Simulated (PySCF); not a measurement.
Ti(OEt)(H)3 (C2H8OTi), SMILES [O](CC)[TiH3], multiplicity 1.

Coordinates come from a PBE-D3(BJ)/def2-SVP optimisation. The multiplicity is an assumed one; no other spin state was optimised. The structure was generated by enumeration; whether it is a known compound was not checked. One conformer was computed; it need not be the lowest.

Method: PySCF with PBE-D3(BJ)/def2-SVP.

Frequencies are harmonic and unscaled.

Computed normal modes with their intensities:
```csv
mode,ν (cm⁻¹),IR (km/mol),Raman (Å⁴/amu),depolarisation,moving atoms (share of kinetic energy)
1,36,0.0,0.0,–,"H 85 %, C 11 %"
2,69,0.4,0.5,0.42,"O 41 %, C 24 %, H 24 %, Ti 11 %"
3,99,1.7,1.8,0.75,"O 49 %, H 42 %"
4,269,0.3,0.2,0.75,H 88 %
5,366,1.0,11.1,0.62,"H 47 %, C 30 %, O 14 %, Ti 9 %"
6,437,19.1,13.7,0.75,"H 82 %, O 11 %"
7,462,25.9,11.3,0.59,"H 67 %, O 21 %"
8,528,51.3,23.7,0.59,"H 65 %, C 20 %, O 12 %"
9,625,82.7,61.5,0.75,H 98 %
10,625,90.4,65.5,0.75,H 99 %
11,674,162.1,6.7,0.61,"H 49 %, Ti 26 %, C 24 %"
12,781,1.6,0.8,0.75,H 92 %
13,938,21.5,5.3,0.65,"H 50 %, C 38 %, O 10 %"
14,1072,4.8,8.0,0.10,"C 58 %, H 40 %"
15,1114,2.7,1.1,0.75,"H 61 %, C 36 %"
16,1174,543.9,45.0,0.22,"O 56 %, C 37 %"
17,1246,0.1,11.4,0.75,H 91 %
18,1322,4.9,1.7,0.66,"H 81 %, C 16 %"
19,1352,14.3,7.0,0.64,"H 72 %, C 25 %"
20,1404,10.1,19.8,0.75,H 97 %
21,1420,0.5,32.2,0.75,H 95 %
22,1434,1.5,4.7,0.49,H 93 %
23,1630,333.8,96.3,0.75,H 97 %
24,1631,338.4,113.3,0.75,H 97 %
25,1664,131.0,306.9,0.01,H 99 %
26,2959,35.6,216.5,0.07,H 95 %
27,2981,9.5,142.2,0.02,H 97 %
28,3009,12.7,131.2,0.75,"H 90 %, C 10 %"
29,3079,10.9,126.1,0.63,"H 91 %, C 9 %"
30,3083,10.3,31.2,0.75,"H 90 %, C 10 %"
```
